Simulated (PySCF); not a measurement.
CH5Ge2N. Atoms are numbered in the order given.

```xyz
9

C     -1.5842    -0.4846     0.0000
N     -1.5561     0.8020     0.0000
Ge     0.3386     1.2089     0.0000
Ge     0.2877    -1.2581     0.0000
H     -2.5582    -1.0305     0.0000
H      0.7355     2.0190    -1.2671
H      0.7355     2.0190     1.2671
H      0.7225    -2.0701    -1.2594
H      0.7225    -2.0701     1.2594
```

Coordinates come from a PBE-D3(BJ)/def2-SVP optimisation. This is a generated structure with no PubChem entry under its InChIKey; it may be hypothetical.

Method: PBE-D3(BJ)/def2-SVP (PySCF 2.14.0).

Frequencies are harmonic and unscaled.

| mode | ν (cm⁻¹) | IR (km/mol) | moving atoms (share of kinetic energy) |
|---|---|---|---|
| 1 | 162 | 4.8 | H 56 %, N 27 %, C 17 % |
| 2 | 245 | 1.0 | Ge 93 % |
| 3 | 309 | 8.6 | H 96 % |
| 4 | 338 | 4.4 | Ge 40 %, N 30 %, C 26 % |
| 5 | 456 | 1.1 | H 67 %, C 12 %, Ge 11 %, N 11 % |
| 6 | 493 | 18.5 | H 59 %, C 23 %, N 9 %, Ge 8 % |
| 7 | 509 | 5.6 | H 96 % |
| 8 | 560 | 27.9 | N 45 %, H 39 %, Ge 9 % |
| 9 | 597 | 3.7 | H 84 %, N 11 % |
| 10 | 660 | 96.2 | C 43 %, N 29 %, H 25 % |
| 11 | 680 | 70.1 | H 86 % |
| 12 | 830 | 37.3 | H 97 % |
| 13 | 838 | 124.1 | H 96 % |
| 14 | 848 | 35.2 | H 75 %, C 24 % |
| 15 | 1213 | 14.7 | H 82 %, C 12 % |
| 16 | 1571 | 48.8 | C 52 %, N 47 % |
| 17 | 2010 | 153.2 | H 99 % |
| 18 | 2037 | 81.6 | H 98 % |
| 19 | 2044 | 135.1 | H 99 % |
| 20 | 2068 | 149.2 | H 98 % |
| 21 | 2947 | 65.7 | H 92 %, C 8 % |
